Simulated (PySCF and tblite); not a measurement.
The numbers below are computed, except where a source is named.
C7H9NO, numbered as in [CH3:1][CH2:2][c:3]1[cH:4][cH:5][cH:6][cH:7][n+:8]1[O-:9].

Free energies: PBE0-D3(BJ)/def2-SVP (IEF-PCM, dimethylsulfoxide) on GFN2-xTB structures plus GFN2-xTB thermal terms, symmetry and mirror images included. Conformers within 2.5 kcal/mol (GFN2-xTB free energy) were kept, 4 at most. Programs: PySCF with density fitting and tblite.

Rotational constants are equilibrium values for the commonest isotopes; dipoles come from the energy level named and are polarised by its solvent model.

Torsions listed: C1–C2–C3–N8. Of a mirror pair one member is shown.

```tsv
conformer	shape	symmetry	weight %
1	79°	C1 (pair)	55.4
2	180°	Cs	44.6
```

Sets of constants, in random order:

```tsv
set	A (MHz)	B (MHz)	C (MHz)	abs μa (D)	abs μb (D)	abs μc (D)
P	2724	1521	988	0.94	4.75	0.00
Q	2930	1492	1075	2.83	4.05	0.28
```

(1) Match each set to its conformer.

Answers

(1) P is conformer 2, Q is conformer 1.


Conformer gaps in def2-SVP on xTB geometries can be 2 kcal/mol too large for S=O, P=O and other polar bonds.